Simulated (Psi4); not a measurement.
Approach curve of the dimer O2S ··· H6Si2 (SMILES O=S=O and [SiH3][SiH3]). Monomers: optimised at B3LYP-D3(BJ) (def2-TZVP), held rigid. Orientation: lowest of the rigid-body minima from ten starts at GFN2-xTB. Only R, the distance of the centres of mass, is varied, so the lowest point isn't the relaxed dimer.

Methods: PBE/def2-TZVP, counterpoise-corrected (Psi4); PBE-D3(BJ)/def2-TZVP, counterpoise-corrected (Psi4); SAPT0/jun-cc-pVDZ, frozen core (Psi4).

Interaction energies in kJ/mol; the last columns give the difference from SAPT0:

```csv
R / Å,PBE/def2-TZVP,PBE-D3(BJ)/def2-TZVP,SAPT0/jun-cc-pVDZ,PBE/def2-TZVP − SAPT0/jun-cc-pVDZ,PBE-D3(BJ)/def2-TZVP − SAPT0/jun-cc-pVDZ
2.57,88.64,73.84,84.42,4.21,-10.58
2.81,44.52,30.90,41.96,2.56,-11.06
3.02,22.99,10.54,20.13,2.87,-9.59
3.19,12.62,1.20,9.21,3.41,-8.01
3.41,4.87,-5.14,1.02,3.85,-6.16
3.56,1.88,-7.15,-1.99,3.87,-5.16
3.92,-1.28,-8.07,-4.54,3.26,-3.53
4.17,-1.83,-7.24,-4.44,2.62,-2.80
4.72,-1.50,-4.62,-2.99,1.49,-1.64
5.36,-0.70,-2.30,-1.59,0.88,-0.72
6.39,-0.13,-0.71,-0.58,0.45,-0.13
7.69,-0.03,-0.22,-0.20,0.17,-0.02
```

PBE/def2-TZVP is furthest from SAPT0/jun-cc-pVDZ at 2.57 (4.21 kJ/mol, above); its mean absolute difference over the points is 2.47 kJ/mol.

PBE-D3(BJ)/def2-TZVP is furthest from SAPT0/jun-cc-pVDZ at 2.81 (-11.06 kJ/mol, below); its mean absolute difference over the points is 4.95 kJ/mol.
